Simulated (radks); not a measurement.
All-electron atom: neutral zinc in [Ar] 3d10 4s2. Calculated with a radial shooting solver on a logarithmic mesh with Libxc functionals: scalar-relativistic Kohn-Sham, PW91, spin-polarised, spherical densities, point nucleus.

Normalised radial functions P(r) = r R(r), r in bohr:

```
   r/bohr * 3p, o 4s (the largest magnitude, 1.27, reaches the edge; | marks zero, & curves that meet)
  0.00299                             *o
 0.004606                             *o
 0.007095                             *o
  0.01102                             |*o
  0.01697                             |*o
  0.02635                             | o*
  0.04058                             | o   *
  0.06301                             o         *
  0.09706                           o |             *
   0.1495                         o   |            *
   0.2321                           o |  *
   0.3576              *              |   o
   0.5552  *                          |     o
   0.8552        *                    o
    1.328                   o*        |
    2.045               o           * |
    3.151                  o          *
    4.892                        o    *
    7.535                            o*
     11.7                             &
```

3p: eigenvalue -83.459 eV, 1 radial node at r = 0.249 bohr, <r> = 0.713 bohr, 90 % of the charge inside 1.10 bohr. 4s: eigenvalue -6.046 eV, 3 radial nodes at r = 0.0649, 0.270, 0.846 bohr, <r> = 2.65 bohr, 90 % of the charge inside 4.11 bohr.
